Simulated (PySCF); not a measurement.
C₆H₆OS, SMILES c1cc(O)ccc1S (GFN2-xTB optimised geometry):

```
14

O     -1.428    -2.555    -0.001
C     -0.701    -1.405     0.000
C     -1.386    -0.193     0.001
C     -0.691     0.999     0.000
C      0.698     0.994     0.000
S      1.635     2.497    -0.001
C      1.385    -0.212     0.000
C      0.689    -1.405     0.000
H     -0.836    -3.317    -0.002
H     -2.464    -0.205     0.001
H     -1.233     1.933     0.001
H      0.586     3.317    -0.005
H      2.464    -0.212     0.000
H      1.229    -2.342     0.000
```

Calculation: PBE0/def2-TZVP (PySCF).

Question: What are the frontier orbital energies and the dipole moment?

Answer: HOMO-2 -8.02 eV, HOMO-1 -7.61 eV, HOMO -5.93 eV, LUMO -0.48 eV, LUMO+1 0.06 eV; dipole moment 1.16 D.

Meta-Löwdin charges at PBE0/def2-TZVP: O1 -0.47, C2 0.21, C3 -0.15, C4 -0.13, C5 -0.08, S6 -0.03, C7 -0.13, C8 -0.18, H9 0.35, H10 0.14, H11 0.12, H12 0.10, H13 0.13, H14 0.12.
